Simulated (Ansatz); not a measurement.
Two isomers of CH8ClNSi2: A = `NC[SiH2][SiH2]Cl`, B = `C[SiH2][SiH](N)Cl`.

Isolated molecules relaxed with PBE0-D4/def2-TZVP in Ansatz; ΔE leaves out vibrations. CCSD(T)/CBS adds triple-zeta CCSD(T) − MP2 to the extrapolated MP2 energy (def2 sets, frozen cores). DFT in def2-TZVPP. B3LYP here is the variant with VWN-RPA as its local correlation; programs differ in this. One conformer a species, not always the lowest.

A:

Z-matrix (Å, degrees):
```
C
Si 1 1.887
N 1 1.458 2 110.0
H 1 1.095 2 106.9 3 -118.1
H 1 1.101 2 109.2 3 127.3
Si 2 2.340 1 110.3 3 -173.1
H 2 1.491 1 109.5 3 -54.4
H 2 1.488 1 111.3 3 65.5
H 3 1.013 1 111.1 2 -177.6
H 3 1.012 1 110.8 2 63.5
Cl 6 2.071 2 108.3 1 54.9
H 6 1.485 2 112.8 1 173.8
H 6 1.486 2 112.5 1 -63.2
```

B:

Z-matrix (Å, degrees):
```
C
Si 1 1.873
H 1 1.092 2 110.9
H 1 1.092 2 110.2 3 120.3
H 1 1.092 2 110.8 3 -120.2
Si 2 2.338 1 111.3 3 -177.0
H 2 1.490 1 111.1 3 61.0
H 2 1.493 1 110.7 3 -58.2
Cl 6 2.092 2 105.7 1 41.6
N 6 1.706 2 110.0 1 165.6
H 6 1.484 2 115.6 1 -73.2
H 10 1.007 6 120.3 2 -45.1
H 10 1.008 6 120.7 2 168.2
```

Q: Which isomer does CCSD(T)/CBS put lower? Give the gap. (Best estimate.)

A: The calculation gave: B, by 38.0 kcal/mol.

Q: Give E(B) − E(A) in kcal/mol with PBE0-D4, CCSD(T)/def2-TZVPP, B3LYP, LDA (SPW92), PBE-D4, ωB97M-V, B3LYP-D4. (An estimate is asked.)

A: Computed: PBE0-D4 -36.9, CCSD(T)/def2-TZVPP -37.3, B3LYP -37.1, LDA (SPW92) -36.7, PBE-D4 -36.3, ωB97M-V -38.0, B3LYP-D4 -37.7. None reverses the order clearly.

Q: Does the order hold for the free energy at 298.15 K (harmonic terms from PBE0-D4)? (An estimate is asked.)

A: Computed: Yes: G(B) − G(A) = -37.6 kcal/mol, for one conformer each. Modes under 60 cm⁻¹, often nearly free rotors, make the harmonic entropy too high.

Largest T1 diagnostic: 0.011.

From BLYP to BHLYP (50 % exact exchange), in def2-TZVPP and without D4, E(B) − E(A) moves by −1.5 kcal/mol. Leaving LDA and LC-ωPBE aside and taking each functional with its dispersion term where it has one, the values, not all of them listed here, spread over 3.0 kcal/mol, from B97M-V to revPBE-D4. LDA lies −0.8 kcal/mol from PBE without D4.
